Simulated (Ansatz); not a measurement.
`CC1=C[SiH]1[AlH2]` + H–F → `CC1=C[SiH]1F` + `[AlH3]` at 700 K and 1 bar (cleavage of the Si–Al bond).

Calculated with Ansatz (gas phase, PBE0-D4/def2-TZVP geometries, no zero-point term in ΔE). CBS: MP2 limit from def2 TZ/QZ plus the TZ coupled-cluster correction, frozen cores. This one scheme is used for every species.

```csv
species,CCSD(T)/CBS energy (Eh),H − E (kJ/mol),S (J/(mol·K))
`CC1=C[SiH]1[AlH2]`,-649.37810,301.2,503.9
H–F,-100.39570,45.2,198.5
`CC1=C[SiH]1F`,-506.04105,255.1,428.1
`[AlH3]`,-243.78045,80.2,251.4
```

H − E and S are ideal-gas, rigid-rotor, harmonic terms from PBE0-D4/def2-TZVP, for one conformer and one mirror image of each species. 1 Eh = 2625.50 kJ/mol, R = 8.31446 J/(mol·K).

**Question.** By hand: ΔE, ΔH, ΔS and ΔG.

**Answer.** ΔE = (-506.04105) + (-243.78045) − (-649.37810) − (-100.39570) = -0.04770 Eh = -125.2 kJ/mol. Δ(H − E) = 255.1 + 80.2 − 301.2 − 45.2 = -11.1, so ΔH = -136.3 kJ/mol. ΔS = 428.1 + 251.4 − 503.9 − 198.5 = -22.9 J/(mol·K). ΔG = -136.3 − 700 × (-22.9)/1000 = -120.3 kJ/mol.

**Question.** By hand: the equilibrium constant, and the temperature at which ΔG would vanish if ΔH and ΔS stayed fixed.

**Answer.** log₁₀ K = −ΔG/(RT ln 10) = 9.0. ΔG = 0 at ΔH/ΔS = 5952 K, far beyond where these terms or the molecules hold.

ΔH outweighs TΔS. A doubt of 5 kJ/mol in ΔE shifts log₁₀ K by 0.4 here. Other conformers and mirror images would add mixing entropy, several J/(mol·K) or more a flexible species. These are equilibria of isolated gas molecules and say nothing of rates. Largest T1 diagnostic: 0.014 (customary marks: 0.02 for closed shells, 0.045 for open ones).
